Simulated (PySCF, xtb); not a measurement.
Se(OH)(SiH3) (H4OSeSi), SMILES [SiH3][Se]O.

GFN2-xTB (xtb) at its own geometry gives an orbital gap of 2.98 eV and a dipole moment of 0.95 D.

The structure is a stationary point at r2SCAN-D4/def2-SVP. One conformer was computed; it need not be the lowest.

**Question.** What does B3LYP/def2-TZVPD in PySCF give? (The exact figures need the calculation; the answer reports its results.)

**Answer.** gap 4.75 eV (levels -6.77 and -2.02 eV), dipole 1.52 D.
